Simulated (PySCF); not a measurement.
Radial density of Sn(2+) (tin, charge +2)

UHF, [Kr] 4d10 5s1 5p1, high-spin 3P determinant (an excited configuration). All numbers are calculated (PySCF 2.14, scalar relativity through the core potential, in aug-cc-pVTZ-PP with ECP28MDF (6s5p4d2f, 55 functions)). This is the valence pseudo-density: the core potential removes the inner electrons and smooths the orbitals near the nucleus.

```json
{"r (bohr)": "0.00444", "4πr²ρ (e/bohr)": "1.350e-05", "4πr²(ρα − ρβ)": "0.0000"}
{"r (bohr)": "0.00747", "4πr²ρ (e/bohr)": "3.547e-05", "4πr²(ρα − ρβ)": "0.0000"}
{"r (bohr)": "0.0126", "4πr²ρ (e/bohr)": "8.361e-05", "4πr²(ρα − ρβ)": "0.0000"}
{"r (bohr)": "0.0211", "4πr²ρ (e/bohr)": "0.0001660", "4πr²(ρα − ρβ)": "0.0000"}
{"r (bohr)": "0.0356", "4πr²ρ (e/bohr)": "0.0002985", "4πr²(ρα − ρβ)": "0.0000"}
{"r (bohr)": "0.0598", "4πr²ρ (e/bohr)": "0.0005912", "4πr²(ρα − ρβ)": "0.0000"}
{"r (bohr)": "0.101", "4πr²ρ (e/bohr)": "0.002857", "4πr²(ρα − ρβ)": "0.0001"}
{"r (bohr)": "0.169", "4πr²ρ (e/bohr)": "0.03207", "4πr²(ρα − ρβ)": "0.0001"}
{"r (bohr)": "0.285", "4πr²ρ (e/bohr)": "0.5505", "4πr²(ρα − ρβ)": "0.0045"}
{"r (bohr)": "0.479", "4πr²ρ (e/bohr)": "8.025", "4πr²(ρα − ρβ)": "0.0998"}
{"r (bohr)": "0.805", "4πr²ρ (e/bohr)": "23.03", "4πr²(ρα − ρβ)": "0.0429"}
{"r (bohr)": "1.35", "4πr²ρ (e/bohr)": "8.498", "4πr²(ρα − ρβ)": "0.3477"}
{"r (bohr)": "2.28", "4πr²ρ (e/bohr)": "1.545", "4πr²(ρα − ρβ)": "1.0574"}
{"r (bohr)": "3.83", "4πr²ρ (e/bohr)": "0.2307", "4πr²(ρα − ρβ)": "0.2277"}
{"r (bohr)": "6.45", "4πr²ρ (e/bohr)": "0.001930", "4πr²(ρα − ρβ)": "0.0019"}
```

Energies and moments cover only the electrons outside the core potential.
